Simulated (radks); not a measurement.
The numbers below are computed, except where a source is named.
All-electron atom: La4+ in [Kr] 4d10 5s2 5p4.75 4f0.25 (fractional occupations, a model configuration).

Code: a radial shooting solver on a logarithmic mesh with Libxc functionals. Model: scalar-relativistic Kohn-Sham, LDA (Slater exchange, Perdew-Wang correlation), spin-polarised, spherical densities, finite nucleus; open shells are filled with parallel spins first (spin-orbit coupling, left out, can overturn this in heavy ions); Fermi nuclear charge, rms radius 4.855 fm.

Energy parts (eV):
| part | energy |
|---|---|
| total | -230838.39 |
| kinetic | 244097.21 |
| electron-nucleus | -556861.85 |
| Hartree | 87247.76 |
| exchange-correlation | -5321.51 |

Orbitals (lengths in bohr, moments of r in powers of bohr; <r^-3> diverges for s and p1/2; r(90%) holds 90 % of the orbital's charge):
| orbital | occ. | eigenvalue (eV) | <r^-3> | r(90%) |
|---|---|---|---|---|
| 1s up | 1 | -38745.52 | - | 0.0452 |
| 1s down | 1 | -38745.43 | - | 0.0452 |
| 2s up | 1 | -6200.352 | - | 0.166 |
| 2s down | 1 | -6200.297 | - | 0.166 |
| 2p up | 3 | -5564.332 | 7480 | 0.153 |
| 2p down | 3 | -5564.255 | 7480 | 0.153 |
| 3s up | 1 | -1354.477 | - | 0.419 |
| 3s down | 1 | -1354.332 | - | 0.419 |
| 3p up | 3 | -1151.292 | 1483 | 0.425 |
| 3p down | 3 | -1151.140 | 1483 | 0.425 |
| 3d up | 5 | -858.4433 | 203.8 | 0.407 |
| 3d down | 5 | -858.3096 | 203.8 | 0.407 |
| 4s up | 1 | -302.3366 | - | 0.941 |
| 4s down | 1 | -301.9871 | - | 0.941 |
| 4p up | 3 | -236.2022 | 318.5 | 1.01 |
| 4p down | 3 | -235.8356 | 318.7 | 1.01 |
| 4d up | 5 | -140.4480 | 35.68 | 1.16 |
| 4d down | 5 | -140.0220 | 35.75 | 1.15 |
| 5s up | 1 | -74.8276 | - | 2.16 |
| 5s down | 1 | -73.7380 | - | 2.16 |
| 5p up | 3 | -57.3435 | 53.29 | 2.45 |
| 5p down | 1.75 | -56.2714 | 53.05 | 2.46 |
| 4f up | 0.25 | -40.7069 | 3.921 | 1.82 |
| 4f down | 0 | -40.0369 | 3.972 | 1.81 |

The highest occupied level is 4f up at -40.707 eV. Summed over all electrons, <r^2> = 33.83 bohr^2, which gives a Langevin (diamagnetic) susceptibility term of -26.8 x 10^-6 cm^3/mol. Spin moment in Bohr magnetons: 1.5. The spin density at the nucleus is -1.2039 e/bohr^3 (1s -0.3763, 2s 0.0546, 3s -0.2758, 4s -0.1128, 5s -0.4936). The electron density at the nucleus is 3.633e+05 e/bohr^3 (large components only). The density falls to 0.001 e/bohr^3 at r = 3.35 bohr.
